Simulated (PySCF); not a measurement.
## Static response to an electric field

Compound: (HBe-mu-NH2)2.
Geometry (PBE0-D3(BJ)/def2-SVP, Å), atoms numbered from 1 in this order:
```xyz
10
Be2H6N2 angstrom
Be     0.6429    0.8252   -0.5026
H      1.3393    1.9379   -0.8411
N      1.0210   -0.5682    0.4221
Be    -0.6591   -0.5718    0.7654
H     -1.3950   -0.9951    1.8221
N     -1.0104    0.3844   -0.6134
H      1.7185   -0.5444    1.1649
H      1.2914   -1.3590   -0.1707
H     -1.7528    1.0826   -0.6065
H     -1.1959   -0.1917   -1.4402
```

Level: B3LYP/def2-SVPD (PySCF), static field, nuclei fixed, core orbitals frozen in the response. The polarisability tensor in these axes (au):

```
x   52.88  1.79 -1.27
y    1.79 50.15 -4.64
z   -1.27 -4.64 49.62
```

Question: Give the principal values, the mean and the anisotropy Δα = √{½[(α1 − α2)² + (α2 − α3)² + (α1 − α3)²]}.

Answer: Principal values 45.22, 51.39 and 56.03 au; mean 50.88 au = 7.54 Å³ = 8.39 × 10⁻⁴⁰ C²·m²/J; Δα = 9.39 au (18 % of the mean).

Question: What is the dipole moment, and where does it point?

Answer: (0.10, -1.68, -1.75) D, 2.43 D in size, pointing from the negative to the positive side. Measured along this direction, the outermost atoms are H5 and H2 at the negative end and H10 and H8 at the positive end.

Question: Directions of the eigenvectors, and the extent of the frame along each?

Answer: Largest value along (0.57, 0.61, -0.55), where the nuclei span 4.81 Å; middle along (0.82, -0.39, 0.42), 4.22 Å; least along (-0.04, 0.69, 0.72), 1.80 Å. The response follows the extents in order.

Question: Refractivity n − 1 of an ideal gas of it at 400 K and 1 atm, from the electronic α?

Answer: N = p/kT = 1.8347 × 10¹⁹ cm⁻³, so n − 1 = 2π × N × 7.54 × 10⁻²⁴ cm³ = 869 × 10⁻⁶ at long wavelengths.

Question: What depolarisation ratio follows for Rayleigh scattering of linearly polarised light, taking the static tensor?

Answer: ρ = 3Δα²/(45ᾱ² + 4Δα²) = 264.5/(116499 + 352.7) = 0.00226.

Question: Find the Langevin capture rate constant for H3O+ (19.018 u) meeting this molecule (52.077 u), k = 2.342 × 10⁻⁹ cm³/s × √(α in Å³ / reduced mass in u).

Answer: The reduced mass is 13.93 u, so k = 1.72 × 10⁻⁹ cm³/s. The formula leaves out the permanent dipole, which adds to the capture rate.

Isolated species at its PBE0-D3(BJ)/def2-SVP geometry (one conformer only).
